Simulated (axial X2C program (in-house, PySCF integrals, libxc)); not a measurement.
**Excited states of CdSe by EOM-EE-CCSD**

Computed with an axial X2C code built on PySCF integrals: two-component X2C with atomic mean-field Coulomb and Gaunt terms, Gaussian nuclei, basis Cd dyall-acv3z, Se dyall-acv3z with contracted cores.

R = 2.580 Å (near the PBE0 minimum at charge 0 of the determinant lowest at the starting distance; the state shown can have its own minimum elsewhere, which is not the closed-shell reference).

Hartree–Fock spinors of CdSe (one of each Kramers pair; a window near the gap, which can cut inner shells):

| ω | occupied | ε (eV) | character |
| --- | --- | --- | --- |
| 3/2 | yes | -21.21 | 99% Cd d |
| 5/2 | yes | -21.17 | 100% Cd d |
| 1/2 | yes | -20.84 | 72% Cd d, 23% Se s |
| 1/2 | yes | -9.71 | 60% Se p, 32% Cd s, 3% Se s |
| 3/2 | yes | -8.20 | 90% Se p, 5% Cd p, 4% Cd d |
| 1/2 | yes | -8.17 | 75% Se p, 13% Cd s, 5% Cd p |
| 1/2 | no | -1.52 | 37% Cd p, 30% Se p, 28% Cd s |
| 1/2 | no | 0.24 | 78% Cd p, 20% Cd s |
| 1/2 | no | 0.28 | 94% Cd p, 3% Cd d |
| 3/2 | no | 0.29 | 95% Cd p, 3% Cd d |
| 1/2 | no | 0.76 | 71% Cd s, 25% Cd p |
| 1/2 | no | 0.95 | 83% Cd p, 10% Cd d, 5% Se d |

Vertical excitation energies from the closed-shell determinant state of CdSe:

| Ω | excitation (eV) | cm⁻¹ | hole of the leading pair | particle of the leading pair | weight of the pair (for Ω = 0 its time-reversed partner can hold as much again) | singles weight |
| --- | --- | --- | --- | --- | --- | --- |
| 2 | 0.033 | 265 | 90% Se pπ | 38% Se pσ, 25% Cd sσ, 24% Cd pσ | 0.90 | 0.91 |
| 1 | 0.067 | 543 | 90% Se pπ | 38% Se pσ, 25% Cd sσ, 25% Cd pσ | 0.60 | 0.92 |
| 0⁻ | 0.148 | 1193 | 85% Se pπ | 38% Se pσ, 25% Cd sσ, 25% Cd pσ | 0.47 | 0.94 |
| 0⁺ | 0.327 | 2637 | 86% Se pπ | 38% Se pσ, 25% Cd sσ, 24% Cd pσ | 0.44 | 0.89 |
| 1 | 0.507 | 4087 | 83% Se pπ | 35% Se pσ, 29% Cd pσ, 25% Cd sσ | 0.60 | 0.91 |
| 0⁻ | 1.923 | 15506 | 48% Se pσ, 42% Cd sσ | 35% Se pσ, 30% Cd pσ, 25% Cd sσ | 0.46 | 0.95 |
| 1 | 1.952 | 15742 | 49% Se pσ, 41% Cd sσ | 35% Se pσ, 30% Cd pσ, 25% Cd sσ | 0.90 | 0.93 |
| 0⁺ | 3.412 | 27519 | 46% Cd sσ, 40% Se pσ | 31% Se pσ, 24% Cd pσ, 23% Cd sσ | 0.23 | 0.89 |
| 1 | 3.549 | 28627 | 90% Se pπ | 77% Cd pπ, 9% Se dπ, 7% Se pπ | 0.78 | 0.86 |
| 2 | 3.622 | 29215 | 90% Se pπ | 77% Cd pπ, 9% Se dπ, 7% Se pπ | 0.85 | 0.86 |

This point took 2.7 min on 1 thread of Arm Neoverse N1 (shared host).

Reference electrons by ω block (each with its −ω partner): 1/2: 26, 3/2: 12, 5/2: 3. 18 electrons of CdSe correlated (inner shells frozen), 84 natural virtual spinors (a truncated set); levels can be off by some tenths of an eV. Roots sought by Ω: (0: 5, 1: 4, 2: 3, 3: 1); the list ends where they run out and leaves out roots under 60 % singles weight. The solver can skip a root, and states that need a further excitation, which the method places far too high, are missing though they may lie low or lowest. T1 of the reference 0.040 (Lee–Taylor). Number of frozen shells: Cd 4 s, 3 p, 1 d; Se 3 s, 2 p, 1 d. The closed-shell reference lies 0.08 eV above the lowest PBE0 determinant. Large amplitudes in the reference (orbital relaxation or multireference character) lower the reliability.
